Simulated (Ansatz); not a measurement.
Ansatz (a first-principles code) input (CCSD(T)/STO-3G):

Ansatz 0.2 input:
```yaml
crystal:
  periodic: [false, false, false]
  atoms:
    - {symbol: Cr, position_ang: [0.40472569, 0.13074094, -0.34294717]}
    - {symbol: O, position_ang: [1.41168684, 0.83641037, -1.26093577]}
    - {symbol: Br, position_ang: [1.35605150, -0.78027256, 1.51041358]}
    - {symbol: Br, position_ang: [-0.98943274, -1.28400426, -1.44962272]}
    - {symbol: Br, position_ang: [-0.96681623, 1.78344638, 0.46258680]}
basis:
  gaussian:
    orbitals: STO-3G
magnetization: {spin_polarized: true, initial_magnetization: 1}
correlation: {method: ccsd_t, electrons: outside_noble_gas}
```

End of the output:

```
mean field evaluation 1248: about -237837.8850 eV, gradient 3.1e-1 eV
mean field -237839.62689779 eV, -8740.4450750044 hartree, gradient 1.8e-6 eV, S^2 1.714281; 29 other end points of the search recorded, 0 dependent functions left out
determinant -237839.62689779 eV, -8740.4450750044 hartree, with singles and doubles -237846.00935314 eV, -8740.6796259124 hartree
determinant -237839.33211113 eV, -8740.4342417946 hartree, with singles and doubles -237845.68633425 eV, -8740.6677551873 hartree
determinant -237839.21294516 eV, -8740.4298625258 hartree, with singles and doubles -237845.78023565 eV, -8740.6712060001 hartree
determinant -237838.46325797 eV, -8740.4023120298 hartree, with singles and doubles -237845.73878276 eV, -8740.6696826342 hartree
determinant -237837.53210625 eV, -8740.3680928354 hartree, with singles and doubles -237842.28957606 eV, -8740.5429266261 hartree
determinant -237837.38188251 eV, -8740.3625722148 hartree, with singles and doubles -237841.68717044 eV, -8740.5207886279 hartree
determinant -237837.32988168 eV, -8740.3606612194 hartree, with singles and doubles -237841.84135820 eV, -8740.5264549237 hartree
determinant -237837.31846078 eV, -8740.3602415089 hartree, with singles and doubles -237841.20324248 eV, -8740.5030046035 hartree
determinant -237837.04356410 eV, -8740.3501392426 hartree, with singles and doubles -237841.59946880 eV, -8740.5175656522 hartree
determinant -237836.63181711 eV, -8740.3350078197 hartree, with singles and doubles -237841.89083598 eV, -8740.5282731984 hartree
determinant -237836.15547563 eV, -8740.3175025933 hartree, with singles and doubles -237839.72419921 eV, -8740.4486507657 hartree
determinant -237839.62689779 eV, -8740.4450750044 hartree, with singles and doubles -237846.21863671 eV, -8740.6873169417 hartree
determinant -237839.33211113 eV, -8740.4342417946 hartree, with singles and doubles -237845.97672095 eV, -8740.6784267017 hartree
determinant -237839.21294516 eV, -8740.4298625258 hartree, with singles and doubles -237845.96116446 eV, -8740.6778550109 hartree
determinant -237838.46325797 eV, -8740.4023120298 hartree, with singles and doubles -237846.08104933 eV, -8740.6822606988 hartree
determinant -237837.89339995 eV, -8740.3813701339 hartree, with singles and doubles -237845.76700545 eV, -8740.6707197992 hartree
52 core orbitals not correlated
reference -237839.62689779 eV, -8740.4450750044 hartree; 17, 16 occupied and 8, 9 virtual orbitals, 858 factors
second order -4.74740032 eV of doubles, -0.00000000 eV of singles
coupled cluster: 0.10 GiB planned
cycle   1  -6.59174075 eV  change   -1.8e-6 eV  update   3.5e-6
cycle   2  -6.59174930 eV  change   -8.5e-6 eV  update   2.8e-6
cycle   3  -6.59176449 eV  change   -1.5e-5 eV  update   2.3e-6
coupled cluster: 0.10 GiB planned
perturbative correction -0.60949928 eV, -0.0223986855 hartree
WARN: the results are in doubt because among natural orbitals full CI differs from the method by -0.227 eV
Total energy: -237846.82816156 eV, -8740.7097165669 hartree
In doubt: among natural orbitals full CI differs from the method by -0.227 eV
```

The spin state was set by rule; other spins were not relaxed.

The program attaches cautions to this result: large difference.

The determinant is spin-contaminated: <S^2> is 1.71 against 0.75 for a pure state.
